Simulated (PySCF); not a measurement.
**Ionisation energy of Se²⁶⁺ by level of theory**

Se²⁶⁺ [He] 2s2 2p4 (3P) → Se²⁷⁺ [He] 2s2 2p3 (4S), as a difference of total energies. Calculation: PySCF 2.14, in an uncontracted even-tempered set (18 s from 6.5 bohr⁻², ratio 2.2; 11 p from 8.5 bohr⁻², ratio 2.2; 6 d from 40 bohr⁻², ratio 2.4; 5 f from 60 bohr⁻², ratio 2.4; 5 g from 90 bohr⁻², ratio 2.4); no relativity, point nucleus. Correlated levels: nothing frozen; virtual orbitals above 40 to 60 times the deepest correlated orbital energy dropped. The calculations carry no spin-orbit coupling.

```csv
method,ionisation energy (eV)
UHF,2796.5
LDA,2795.2
PBE,2798.9
PBE0,2798.8
r2SCAN,2799.6
PW91,2799.8
BLYP,2799.5
MP2 (all electrons),2798.0
SCS-MP2 (all electrons),2798.1
```

Spin-orbit coupling is strong in these open shells (close to jj coupling). The scalar numbers leave it out and a first-order estimate fails, so it can dominate the gap to the real levels.

The gap to the reference is mostly relativistic.

For comparison: 2820 ± 6 eV (semi-empirical (NIST evaluation); NIST Atomic Spectra Database, ionization energies).
